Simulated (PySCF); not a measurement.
## Indirect couplings

Cartesian coordinates in Å; atom numbers follow the order of the lines, from 1:
```xyz
15

C     1.9835    0.7876   -1.0178
Ge    0.5895    0.5643    0.3270
C    -1.3025    0.5625   -0.2765
C    -1.5119   -0.7001    0.5698
F    -1.8980   -0.3022    1.8394
C    -0.0901   -1.2709    0.6641
H     2.1012    1.8468   -1.2896
H     1.7309    0.2168   -1.9232
H     2.9470    0.4219   -0.6323
H     0.8872    1.4058    1.5816
H    -1.3525    0.3408   -1.3540
H    -2.0040    1.3739   -0.0396
H    -2.2868   -1.4012    0.2082
H     0.1409   -1.9153   -0.1988
H     0.1062   -1.8238    1.5926
```

Method: B3LYP/pcJ-1 (pcSseg-1 on Ge) (spin–dipole term only in couplings to heteroatoms)//PBE0-D3(BJ)/def2-SVP, PySCF 2.14.0 with density-fitted response routines; isolated molecule, single conformer, non-relativistic. Couplings are averaged over pairs made equivalent by symmetry, fast rotation or ring inversion, so a value needn't be that of the named pair in this geometry, while other rotamers aren't included; one pair stands for each set, and the list holds a selection of those of at least 1.5 Hz over up to four bonds. One-bond C–F couplings come out tens of Hz too large with common functionals.

Isotopes: 13C, 19F, 1H.

```json
{"pair": "C1, H7", "bonds": "1", "J (Hz)": "136.2"}
{"pair": "C3, C4", "bonds": "1", "J (Hz)": "?"}
{"pair": "C3, H11", "bonds": "1", "J (Hz)": "134.4"}
{"pair": "C3, H12", "bonds": "1", "J (Hz)": "149.6"}
{"pair": "C4, F5", "bonds": "1", "J (Hz)": "-225.4"}
{"pair": "C4, H13", "bonds": "1", "J (Hz)": "?"}
{"pair": "C1, C3", "bonds": "2", "J (Hz)": "1.6"}
{"pair": "C1, H10", "bonds": "2", "J (Hz)": "13.7"}
{"pair": "C3, F5", "bonds": "2", "J (Hz)": "26.2"}
{"pair": "C3, C6", "bonds": "2", "J (Hz)": "5.9"}
{"pair": "C3, H10", "bonds": "2", "J (Hz)": "4.5"}
{"pair": "C3, H13", "bonds": "2", "J (Hz)": "2.5"}
{"pair": "C4, H12", "bonds": "2", "J (Hz)": "-5.2"}
{"pair": "F5, H13", "bonds": "2", "J (Hz)": "?"}
{"pair": "H7, H8", "bonds": "2", "J (Hz)": "?"}
{"pair": "H11, H12", "bonds": "2", "J (Hz)": "-14.3"}
{"pair": "C1, C4", "bonds": "3", "J (Hz)": "2.6"}
{"pair": "C3, H7", "bonds": "3", "J (Hz)": "2.4"}
{"pair": "C3, H15", "bonds": "3", "J (Hz)": "?"}
{"pair": "C4, H10", "bonds": "3", "J (Hz)": "-1.6"}
{"pair": "F5, H12", "bonds": "3", "J (Hz)": "21.7"}
{"pair": "H7, H10", "bonds": "3", "J (Hz)": "2.5"}
{"pair": "H11, H13", "bonds": "3", "J (Hz)": "?"}
{"pair": "C1, H13", "bonds": "4", "J (Hz)": "?"}
{"pair": "H11, H14", "bonds": "4", "J (Hz)": "1.9"}
{"pair": "H12, H15", "bonds": "4", "J (Hz)": "?"}
```

Estimate the withheld couplings, with signs.

Results:


- 1J(C3,C4) = 34.2 Hz (bond length 1.534 Å)
- 1J(C4,H13) = 162.7 Hz (bond length 1.106 Å, sp3 carbon)
- 2J(F5,H13) = 63.1 Hz (angle at C4 107°)
- 2J(H7,H8) = -13.5 Hz
- 3J(C3,H15) = 10.9 Hz
- 3J(H11,H13) = 5.2 Hz (dihedral angle 40°)
- 4J(C1,H13) = 3.6 Hz
- 4J(H12,H15) = 7.7 Hz

Relativistic effects of the heavier atoms present are left out.
